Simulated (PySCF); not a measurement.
C₇H₁₅, SMILES CCC[CH]CCC, doublet, GFN2-xTB optimised geometry.

```
22

C     -2.46    -0.95     1.16
C     -0.94    -0.92     1.21
C     -0.35    -0.17     0.00
C      1.13    -0.17     0.00
C      1.93     1.03     0.31
C      2.31     1.12     1.81
C      3.19     2.34     2.09
H     -2.81    -1.45     0.26
H     -2.87     0.06     1.16
H     -2.87    -1.47     2.02
H     -0.62    -0.43     2.13
H     -0.55    -1.94     1.22
H     -0.72    -0.66    -0.90
H     -0.72     0.86     0.00
H      1.63    -1.12    -0.04
H      1.38     1.94     0.04
H      2.87     1.02    -0.26
H      1.40     1.19     2.40
H      2.84     0.21     2.10
H      2.67     3.25     1.82
H      3.44     2.39     3.15
H      4.11     2.28     1.52
```

Density from unrestricted PBE0/def2-SVP (PySCF) at that geometry.

Minimum of the electron density along straight lines between bonded atoms, close to the bond critical point (lines longer than 1.1 times the sum of covalent radii, or with two minima, are not listed):

```
bond    length / Å  ρ at the minimum / e bohr⁻³  ∇²ρ there / e bohr⁻⁵  position (fraction from the first atom)
------  ----------  ---------------------------  --------------------  ---------------------------------------
C1–C2        1.523                        0.244                 -0.56                                     0.50
C2–C3        1.543                        0.235                 -0.52                                     0.50
C3–C4        1.478                        0.265                 -0.62                                     0.50
C4–C5        1.477                        0.265                 -0.62                                     0.50
C5–C6        1.547                        0.233                 -0.51                                     0.50
C6–C7        1.522                        0.244                 -0.56                                     0.50
C1–H8        1.088                        0.276                 -1.00                                     0.62
C1–H9        1.088                        0.276                 -1.00                                     0.62
C1–H10       1.088                        0.276                 -1.00                                     0.62
C2–H11       1.092                        0.276                 -1.00                                     0.62
C2–H12       1.092                        0.276                 -1.00                                     0.62
C3–H13       1.098                        0.271                 -0.96                                     0.62
C3–H14       1.092                        0.275                 -0.99                                     0.62
C4–H15       1.078                        0.281                 -1.03                                     0.62
C5–H16       1.093                        0.275                 -0.99                                     0.62
C5–H17       1.095                        0.273                 -0.98                                     0.62
C6–H18       1.091                        0.276                 -1.00                                     0.62
C6–H19       1.092                        0.276                 -1.00                                     0.62
C7–H20       1.088                        0.276                 -1.00                                     0.62
C7–H21       1.088                        0.276                 -1.00                                     0.62
C7–H22       1.088                        0.276                 -1.00                                     0.62
```
